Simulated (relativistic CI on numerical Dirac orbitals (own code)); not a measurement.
# Sb XII: sensitivity of the levels to the model

Base calculation: Dirac-Coulomb-Breit CI, orbitals from a KLI potential per configuration, model QED (radiative potential, 1s self-energy scaled to tabulated hydrogen-like ionisation energies), unscaled Slater integrals.

CI space (outside the closed core [Ar] 3d10): 4s²4p⁶4d⁴, 4s²4p⁵4d⁵, 4s²4p⁶4d³4f, 4s²4p⁶4d³5s, 4s4p⁶4d⁵, 4s²4p⁶4d³5p, 4s²4p⁵4d⁴4f, 4s²4p⁶4d²4f5s, 4s²4p⁶4d³5d, 4s²4p⁶4d²5s5p, 4s4p⁶4d⁴4f, 4s²4p⁶4d³6s, 4s²4p⁶4d³5f, 4s²4p⁵4d⁴5s, 4s²4p⁶4d³6p, 4s²4p⁶4d³5g, 4s²4p⁶4d³6d, 4s²4p⁶4d³7s, 4s²4p⁶4d³6f, 4s²4p⁶4d³7p, 4s4p⁶4d⁴5s, 4s4p⁶4d³5s5p, 4s²4p⁶4d²5s², 4s²4p⁶4d4f5s², 4s²4p⁶4d5s²5p, 4s²4p⁵4d²4f5s², 4p⁶4d⁶, 4p⁵4d⁷, 4p⁵4d⁶4f. Double excitations out of closed p, d and f shells are left out; levels of such configurations are missing from the list, as are those of other unlisted configurations, and high levels can miss mixing partners. These lack a partner that the ground configuration has and come out too high: 4s²4p⁵4d⁴5s.

Variants: (1) QED terms removed; (2) one mean potential for all configurations. Shifts of the energy above 4s²4p⁶4d⁴ ⁵D0, in cm⁻¹, for the lowest level and the first level of each name with at least 55 % of one term (blank where a level changes its place among those of its configuration and J or its character, or is not in the variant):

```
        Level     Base   Δ(1)   Δ(2)
4s²4p⁶4d⁴ ⁵D0      0.0    0.0    0.0
4s²4p⁶4d⁴ ⁵D1   3174.7  -18.0   -5.1
4s²4p⁶4d⁴ ⁵D2   7094.3  -33.2  -10.1
4s²4p⁶4d⁴ ⁵D3  11073.3  -44.0  -14.5
4s²4p⁶4d⁴ ⁵D4  14924.0  -50.5  -18.3
4s²4p⁶4d⁴ ³H4  33172.5  -19.2  -18.2
4s²4p⁶4d⁴ ³P0  34130.9  -10.4  -20.3
4s²4p⁶4d⁴ ³H5  38991.4  -41.8  -25.5
4s²4p⁶4d⁴ ³G3  40699.0  -26.3  -22.1
4s²4p⁶4d⁴ ³H6  42175.3  -48.6  -28.9
4s²4p⁶4d⁴ ³P1  44102.3  -37.2  -30.3
4s²4p⁶4d⁴ ³F2  44181.3  -30.9  -27.7
4s²4p⁶4d⁴ ³F3  52932.4  -62.2  -36.5
4s²4p⁶4d⁴ ³G5  55766.0  -76.6  -40.4
```

At this charge energies of transitions that change n are usually good to better than 1 %, and those within a shell (Δn = 0) to a few per cent. Terms inside the open d or f shell come out 10 to 20 % too wide with unscaled integrals. Levels and lines within the n = 5 or 6 shells can be off by up to 10 % or somewhat more, and those that change n by about 2 %, since core polarisation is missing.

Ionisation energy from the two ground configurations alone: base 238.731 eV. The NIST ASD value (theoretical) is 238 eV.

LS names give the leading component of a level, which can be under half, so a name can repeat, a term be missing and a line seem to break the LS rules.
